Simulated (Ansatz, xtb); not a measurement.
**AlHO2SSi: which of two structures lies lower**

We compare X, a singlet given by its coordinates, with Y, a singlet given by its coordinates. Both are isolated molecules in the gas phase, relaxed with B3LYP/6-31G*.

X (Å):

```
atom    x (Å)    y (Å)    z (Å)
  Al   0.6979   0.4637   0.9013
   O  -2.8906  -0.9483  -0.4805
   O  -1.0208   0.8329   0.8231
   S   0.4267  -1.4306  -0.2007
  Si  -1.5098  -0.5097  -0.0072
   H   1.8674   1.2759   1.5479
```

Close contacts (Å): Al1–O3 1.76, Al1–S4 2.21, Al1–Si5 2.58, O2–Si5 1.52, O3–Si5 1.65, S4–Si5 2.15, Al1–H6 1.56.

Y (Å):

```tsv
atom	x (Å)	y (Å)	z (Å)
Al	-1.8353	1.0589	-1.2694
O	-0.4036	1.9120	-0.6859
O	-0.7526	-0.2240	-1.8173
S	2.4682	0.3232	-1.2080
Si	0.5509	0.6510	-1.2355
H	-3.3721	1.3215	-1.2912
```

Close contacts (Å): Al1–O2 1.77, Al1–O3 1.77, Al1–Si5 2.42, O2–Si5 1.67, O3–Si5 1.67, S4–Si5 1.95, Al1–H6 1.56.

Energies in hartree; the thermal terms are from B3LYP/6-31G* harmonic frequencies (ideal gas, rigid rotor, one conformer each, 600 K, 1 atm) and include the zero-point energy:

```
                               X            Y
E, CCSD(T)/def2-SVP  −1079.102701  −1079.117975
    E, MP2/def2-SVP  −1079.062008  −1079.076261
  E, MP2/def2-TZVPP  −1079.779878  −1079.792741
  zero-point energy      0.018238      0.018574
       H(600 K) − E      0.036822      0.036798
       G(600 K) − E     −0.053664     −0.051471
```

Problem. Correct the CCSD(T) difference for the basis set by the MP2 change, then work out ΔE, ΔE₀, ΔH and ΔG for X → Y in kJ/mol (1 Eh = 2625.50 kJ/mol) and the equilibrium ratio [Y]/[X].

Solution. 1. Differences Y − X: CCSD(T) −0.015274, MP2 in the small set −0.014253, MP2 in the large set −0.012863 Eh.
2. ΔE = −0.015274 + (−0.012863 − (−0.014253)) = −0.013884 Eh = −36.45 kJ/mol.
3. ΔE₀ = ΔE + ΔZPE = −0.013884 + (+0.000336) Eh = −35.57 kJ/mol.
4. ΔH = ΔE + (−0.000024) Eh = −36.52 kJ/mol.
5. ΔG = ΔE + (+0.002193) Eh = −30.69 kJ/mol, so ΔS = (ΔH − ΔG)/T = −9.7 J/(mol K).
6. kT = 1.9001 mEh, so K = [Y]/[X] = exp(−ΔG/kT) = exp(+6.15) ≈ 470.

Structure Y is favoured at this temperature. An error of 4 kJ/mol in ΔG would change K by a factor of 2.2. GFN2-xTB gave ΔE the other sign. Large T1 diagnostics make the coupled-cluster value less sure. Mirror images and further conformers aren't counted.

Other levels gave ΔE = +28.9 (GFN2-xTB); −90.4 (HF/STO-3G, GFN2-xTB geometries); −40.8 (r2SCAN-D4/def2-SVP, GFN2-xTB geometries); −36.6 (B3LYP/6-31G*); −61.4 (HF/def2-SVP); −37.4 (MP2/def2-SVP); −40.1 (CCSD(T)/def2-SVP) kJ/mol. The correlated steps freeze 17 core orbitals. Programs: Ansatz 0.2.0, xtb 6.7.1.
